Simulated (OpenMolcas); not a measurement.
## Se²⁺: effect of the active space

```yaml
Program: OpenMolcas
Method: SS-CASPT2 or its RAS form, IPEA 0.25 Eh, imaginary shift 0.1 Eh
Basis: ANO-R2
Scalar_Hamiltonian: X2C, finite nucleus
Spin-orbit_coupling: state interaction with AMFI integrals over the reference wave functions, term energies averaged over their components
```

A. 2 electrons in 3 orbitals (4p); 2S+1 = 3 even, 3 roots; 2S+1 = 1 even, 6 roots; closed shells correlated: 3d 4s; CASPT2 step roughly 3 core-seconds
B. 4 electrons in 4 orbitals (4s 4p); 2S+1 = 3 even, 6 roots; 2S+1 = 1 even, 11 roots; 2S+1 = 5 odd, 1 root; 2S+1 = 3 odd, 9 roots; 2S+1 = 1 odd, 8 roots; closed shells correlated: 3d; CASPT2 step about 9 core-seconds
C. 4 electrons in 8 orbitals (4s 4p 5s 5p); 2S+1 = 3 even, 3 roots; 2S+1 = 1 even, 11 roots; 2S+1 = 5 odd, 1 root; 2S+1 = 3 odd, 9 roots; 2S+1 = 1 odd, 8 roots; closed shells correlated: 3d; CASPT2 step about 17 core-seconds
D. 4 electrons in 9 orbitals (RAS2 4s 4p; RAS3 4d, at most 2 electrons); 2S+1 = 3 even, 6 roots; 2S+1 = 1 even, 12 roots; 2S+1 = 5 odd, 1 root; 2S+1 = 3 odd, 8 roots; 2S+1 = 1 odd, 8 roots; closed shells correlated: 3d; CASPT2 step about 24 core-seconds

Energies in eV above 4s² 4p² ³P₀, the measured ground level; measured values from Moore, Atomic Energy Levels, vol. II, NSRDS-NBS 35 (1971 reprint of NBS Circular 467, 1952).

| Level | A | B | C | D | Measured |
| --- | --- | --- | --- | --- | --- |
| 4s² 4p² ³P₀ | 0.0000 | 0.0000 | 0.0000 | 0.0000 | 0.0000 |
| 4s² 4p² ³P₁ | 0.1911 | 0.1910 | 0.1837 | 0.1868 | 0.2159 |
| 4s² 4p² ³P₂ | 0.442 | 0.437 | 0.428 | 0.434 | 0.4881 |
| 4s² 4p² ¹D₂ | 1.600 | 1.554 | 1.621 | 1.617 | 1.6158 |
| 4s² 4p² ¹S₀ | 3.513 | 3.444 | 3.520 | 3.537 |  |

Deviations, from unrounded energies. A percentage is the sum of absolute deviations over the sum of measured energies, with the sign that they share, or ± where signs differ.

```json
{"Against measurement": "mean absolute deviation (cm-1)", "Levels": "3", "A": "230", "B": "370", "C": "260", "D": "230"}
{"Against measurement": "fine structure of the ground term (%)", "Levels": "2", "A": "-10.1", "B": "-10.8", "C": "-13.1", "D": "-11.8"}
{"Against measurement": "other terms of the ground configuration (%)", "Levels": "1", "A": "-1.0", "B": "-3.9", "C": "+0.3", "D": "+0.1"}
```

A, D lie about equally close to measurement and B furthest from it. The largest miss of D in the table is 4s² 4p² ³P₂, by -440 cm-1. The ranking rests on the paired levels alone, and a cruder setting can come out closer through cancelling errors.

The two smallest mean deviations differ by little beside CASPT2's spread within terms, so their order carries little weight.

Among A to D the level of the table that moves most is 4s² 4p² ¹S₀, by 750 cm-1 (lowest in B, highest in D). Moves below CASPT2's spread within the term are not significant.

CASPT2 breaks the degeneracy within a term, and the mean is taken; among the terms shown or strongly mixed into the levels shown the widest spread is 100 cm-1 (4s² 4p² ¹D, A). Over all roots computed the reference weight is 0.85 to 0.96 in B, 0.83 to 0.96 in C; the roots of lowest weight are the least certain, and an intruder state may touch them. With the s shell closed, the reference lacks s² → p² mixing (holds for A). Active for correlation alone: 5p 5s; no level in the range computed is led by a configuration that fills them, so any true level of that kind is missing (holds for C). Active for correlation alone: 4d; no level in the range computed is led by a configuration that fills it, so any true level of that kind is missing (holds for D). Computed and measured levels are paired by configuration, term and J; levels that our copy of the source lacks, or whose pairing is in doubt (as where it misses far off the trend of its configuration), stay unpaired and out of the deviations. Only configurations of the active space appear. Levels that lie high or do not pair safely by name in every column are left out.
